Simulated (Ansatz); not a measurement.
```xyz
13

N     1.7306    0.2001   -1.9549
C     1.2384    0.1034   -0.8996
Si   -0.6592   -1.7049    0.2181
B     0.5555   -0.1000    0.4031
Si   -0.6029    1.5299    0.7106
H     2.1152    0.7226   -2.7134
H    -1.4568   -1.8700    1.4644
H     0.0977   -2.9694   -0.0096
H    -1.6162   -1.5567   -0.9163
H     1.3617   -0.2430    1.2875
H     0.1940    2.7822    0.8629
H    -1.5611    1.7609   -0.4092
H    -1.3966    1.3450    1.9563
```

Charge 0, multiplicity 1. The bonds changed during the relaxation, so this is another structure than the one it started from.

Q: List the r2SCAN/def2-TZVPP orbital energies in eV (the Gaussian-basis code of Ansatz). (An estimate is asked.)

A: Computed: Occupied: -1790.53, -1790.49, -387.26, -276.06, -179.17, -141.01, -140.96, -95.86, -95.86, -95.86, -95.82, -95.82, -95.81, -25.96, -18.03, -15.67, -13.15, -13.04, -11.03, -10.86, -9.77, -8.75, -8.28, -8.27, -8.22, -7.26, -6.65. Lowest empty: -1.93, -1.61, 0.32, 0.49, 1.03, 1.18, 1.31, 1.85.
